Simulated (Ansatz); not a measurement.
Basis-set extrapolation for C₂H₃AlFN, SMILES `[CH3][Al]([F])[C]#N` (PBE0-D4/def2-TZVP geometry, frozen core, Ansatz). Multiplicity 1, RHF reference.

```csv
,def2-TZVPP,def2-QZVPP
HF,-473.497084,-473.514701
MP2 correlation,-0.831247,-0.894864
CCSD(T) correlation,-0.884098,not run
```

Energies in hartree. Use E(X) = E(∞) + A·exp(−7.88·√X) for Hartree–Fock and E(X) = E(∞) + B·X^(−2.97) for correlation, with X = 3 and 4, and add CCSD(T) minus MP2 of the smaller set to the MP2 limit.

Q: What is the CCSD(T) energy at the basis-set limit?

A: HF limit: -473.514701 + (-0.017617) × 0.13774 = -473.51713. MP2 limit: -0.894864 + (-0.063617) × 0.74074 = -0.94199. Higher-order term: -0.884098 − (-0.831247) = -0.05285. Total: -474.51197 hartree, 343.4 kJ/mol below CCSD(T)/def2-TZVPP.
